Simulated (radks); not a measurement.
Fractional charge and spin in the 5s shell of promethium: the spin-up occupation runs from 0 to 1 and the spin-down occupation from 0 to 1; the fullest corner is Pm3+, [Kr] 4d10 4f(up 2, down 2) 5p6 5s(up 1, down 1). Calculated with a radial shooting solver on a logarithmic mesh with Libxc functionals: scalar-relativistic Kohn-Sham, BLYP, spin-polarised, spherical densities, finite nucleus; Fermi nuclear charge, rms radius of each element as measured or else 0.836 A^(1/3) + 0.57 fm. Energy (eV) minus the two flat planes that join the four corners (they meet along the diagonal where the two added fractions sum to one electron); zero is where a piecewise linear energy would lie.

\begin{tabular}{lrrr}
down \ up & 0 & 0.5 & 1 \\ \hline
0 & 0.000 & -1.827 & 0.000 \\
0.5 & -1.827 & 0.239 & -1.749 \\
1 & 0.000 & -1.749 & 0.000 \\
\end{tabular}

Corners above the fullest one (they belong to Pm4+ and the next ion): (up 1, down 0) 75.996 eV, (up 0, down 1) 75.996 eV, (up 0, down 0) 167.26 eV. With half an added electron in each spin the energy lies 0.239 eV from the planes, and with half an added electron in spin up alone -1.827 eV. The planes are only a guide here: the flat-plane condition holds for ground states with one frontier orbital, while this shell lies below other occupied shells, so the corners above the fullest one are inner-hole states and not the ground states of those ions.
